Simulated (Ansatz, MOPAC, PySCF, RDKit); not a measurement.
Noncovalent pair: H2O (SMILES O) (first 3 atoms) with CH2O (SMILES C=O); geometry from B3LYP-D3(BJ)/def2-TZVP, rigid monomers moved along the line of their centres of mass till H2···O5 is 1.79 Å.
(charge 0, multiplicity 1):
```json
[
 {"atom": "O", "x (Å)": "0.2747", "y (Å)": "-0.1146", "z (Å)": "0.5396"},
 {"atom": "H", "x (Å)": "-0.4627", "y (Å)": "-0.4410", "z (Å)": "1.0783"},
 {"atom": "H", "x (Å)": "-0.0426", "y (Å)": "-0.1115", "z (Å)": "-0.3678"},
 {"atom": "C", "x (Å)": "-0.2784", "y (Å)": "-0.3080", "z (Å)": "3.4021"},
 {"atom": "O", "x (Å)": "-1.1573", "y (Å)": "-0.7321", "z (Å)": "2.6967"},
 {"atom": "H", "x (Å)": "0.6418", "y (Å)": "0.1295", "z (Å)": "2.9796"},
 {"atom": "H", "x (Å)": "-0.3609", "y (Å)": "-0.3412", "z (Å)": "4.5032"}
]
```

Interaction energies are E(AB) − E(A) − E(B) at the monomers' geometry in the complex; basis-set methods are counterpoise corrected.

The state that PM3 reach isn't checked.

The values were computed with Ansatz (a program for electronic structure); MOPAC for PM3 (differences of heats of formation); PySCF for the dispersion terms; RDKit for the force fields. Values without a source in brackets are computed.

**Question.** One of these levels gives -3.4 kJ/mol for the interaction energy. Name it.
(A) HF/aug-cc-pVDZ
(B) PBE-D4/def2-TZVPPD
(C) PM3
(D) MMFF94

**Answer.** C, PM3. The others give -15.4 (MMFF94), -9.4 (HF/aug-cc-pVDZ), -19.2 (PBE-D4/def2-TZVPPD)
